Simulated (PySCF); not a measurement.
## TeBr: a base run and its variants

Base input, run as `python input.py` with PySCF 2.14:

```python
from pyscf import gto, dft

mol = gto.M(
    atom='Te 0 0 0; Br 0 0 2.313',
    basis='def2-svp',
    ecp={'Te': 'def2-svp'},
    charge=0,
    spin=1,
    verbose=3,
)
mf = dft.UKS(mol, xc='m06')
mf.kernel()
mf.dip_moment()
print('orbital energies (hartree):', [e[max(0, n-3):n+3].round(4) for e, n in zip(mf.mo_energy, mol.nelec)])
```

Base result: E(SCF) = -2841.820253 Eh, ⟨S²⟩ = 0.752, μz(SCF) = -0.69 D. The bond length is a typed value, not an optimised one. No search for the lowest solution was made.

Wall time 8.6 s on one thread of a shared host.

Each row names what differs from the base; energies in brackets are changes from the base.

```tsv
change	result
geometry: bond 2.313 → bond 2.891	E(SCF) = -2841.810003 Eh (+0.2789 eV), ⟨S²⟩ = 0.755, μz(SCF) = -2.50 D
electric field along z (a.u.): none → -0.01	E(SCF) = -2841.826108 Eh (-0.1593 eV), ⟨S²⟩ = 0.752, μz(SCF) = -2.27 D
geometry: bond 2.313 → bond 3.47	E(SCF) = -2841.762725 Eh (+1.5654 eV), ⟨S²⟩ = 0.825, μz(SCF) = -3.39 D
step after the SCF: none → polarizability	E(SCF) = -2841.820253 Eh (+0.0000 eV), ⟨S²⟩ = 0.752, μz(SCF) = -0.69 D, α(xx, yy, zz) = 29.0, 30.8, 63.7 bohr³
step after the SCF: none → gradient	E(SCF) = -2841.820253 Eh (+0.0000 eV), ⟨S²⟩ = 0.752, μz(SCF) = -0.69 D, gradient on the second atom -0.0702 Eh/bohr
level shift (hartree): none → -0.2 [unsound on purpose] [may be another electronic state]	not converged: SCF
functional: m06 → pw6b95	E(SCF) = -2843.146928 Eh, ⟨S²⟩ = 0.752, μz(SCF) = -0.63 D
electric field along z (a.u.): none → 0.005	E(SCF) = -2841.819698 Eh (+0.0151 eV), ⟨S²⟩ = 0.752, μz(SCF) = 0.13 D
step after the SCF: none → mp2; SCF type: UKS → UHF; functional: m06 → none (Hartree–Fock); frozen orbitals: default → 0	E(SCF) = -2839.099014 Eh, E(MP2) − E(SCF) = -0.37184 Eh, ⟨S²⟩ = 0.759, μz(SCF) = -1.10 D
functional: m06 → pbesol	not converged: SCF
point-group symmetry: off → on	not converged: SCF
spin-free X2C: off → on [unsound on purpose]	stops with NotImplementedError
functional: m06 → b3pw91	E(SCF) = -2841.991291 Eh, ⟨S²⟩ = 0.752, μz(SCF) = -0.61 D
```

Task: Order these changes by how far they move the SCF energy from the base, largest first: (1) electric field along z (a.u.): none → -0.01; (2) electric field along z (a.u.): none → 0.005; (3) geometry: bond 2.313 → bond 2.891; (4) geometry: bond 2.313 → bond 3.47.

Result: (4) +1.5654 eV, (3) +0.2789 eV, (1) -0.1593 eV, (2) +0.0151 eV.
